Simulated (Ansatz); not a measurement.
Consider the cleavage of the Si–Si bond: `[SiH3][SiH2][SiH]1[CH2][AlH]1` + `N=C(O)[SiH3]` → `N=C([SiH3])O[SiH3]` + `[SiH3][SiH]1[CH2][AlH]1`.

Computed with Ansatz on PBE0-D4/def2-TZVP structures; ΔE is electronic, products minus reactants. CBS: MP2 limit from def2 TZ/QZ plus the TZ coupled-cluster correction, frozen cores. Each species was taken in one conformer, which may not be the lowest.

```csv
species,CCSD(T)/CBS(def2) energy (Eh)
`[SiH3][SiH2][SiH]1[CH2][AlH]1`,-1152.65693
`N=C(O)[SiH3]`,-459.99321
`N=C([SiH3])O[SiH3]`,-750.30473
`[SiH3][SiH]1[CH2][AlH]1`,-862.37337
```

(1) Work out ΔE.

Largest T1 diagnostic among the species: 0.014.

Results:

(1) ΔE = (-750.30473) + (-862.37337) − (-1152.65693) − (-459.99321) = -0.02796 Eh = -73.4 kJ/mol.

In def2-TZVPP, CCSD(T) changes the Hartree–Fock value by +18.7 kJ/mol (the triples alone add +2.4 kJ/mol) and MP2 by +12.4 kJ/mol. From PBE to PBE0 (25 % exact exchange), in def2-TZVPP and without D4, ΔE moves by −6.1 kJ/mol.
